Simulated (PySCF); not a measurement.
C₄H₅NSi, SMILES C1C=C(C#N)[SiH2]1. Atoms are numbered in the order given.

```xyz
11

N     -0.1493    -3.0219     0.0000
C     -0.0139    -1.8710     0.0000
C      0.1122    -0.4468     0.0000
C      1.2475     0.2924     0.0000
C      0.8483     1.7614     0.0000
Si    -0.9460     1.1060     0.0000
H      2.2774    -0.0905     0.0000
H      1.1883     2.3105    -0.8931
H      1.1883     2.3105     0.8931
H     -1.7647     1.3613    -1.2169
H     -1.7647     1.3613     1.2169
```
Charge 0, spin multiplicity 1.

The structure is a stationary point at ωB97X-D3(BJ)/def2-SVP. This is a generated structure with no PubChem entry under its InChIKey; it may be hypothetical.

The numbers are results of PBE0/pcSseg-1 in PySCF, not measurements.

GIAO shieldings, no solvent; atoms alike by connectivity are averaged. δ = σ(ref) − σ: ¹⁵N against NH3 (σ = 267.4 ppm); ¹³C against TMS (σ = 186.3 ppm); ²⁹Si against TMS (σ = 352.7 ppm); ¹H against TMS (σ = 31.56 ppm), references at their B3LYP-D3(BJ)/def2-TZVP geometries, non-relativistic.

| atoms | nucleus | count | δ (ppm) |
|---|---|---|---|
| N1 | ¹⁵N | 1 | 325.1 |
| C4 | ¹³C | 1 | 180.0 |
| C3 | ¹³C | 1 | 128.2 |
| C2 | ¹³C | 1 | 121.3 |
| C5 | ¹³C | 1 | (withheld) |
| Si6 | ²⁹Si | 1 | -22.2 |
| H7 | ¹H | 1 | (withheld) |
| H10, H11 | ¹H | 2 | (withheld) |
| H8, H9 | ¹H | 2 | (withheld) |

Question: What belongs in the gaps? (Estimate from the structure and the level; the computed values follow.)

Answer: 
- H7, δ (ppm): 7.83
- C5, δ (ppm): 19.2
- H10, H11, δ (ppm): 5.49
- H8, H9, δ (ppm): 2.21
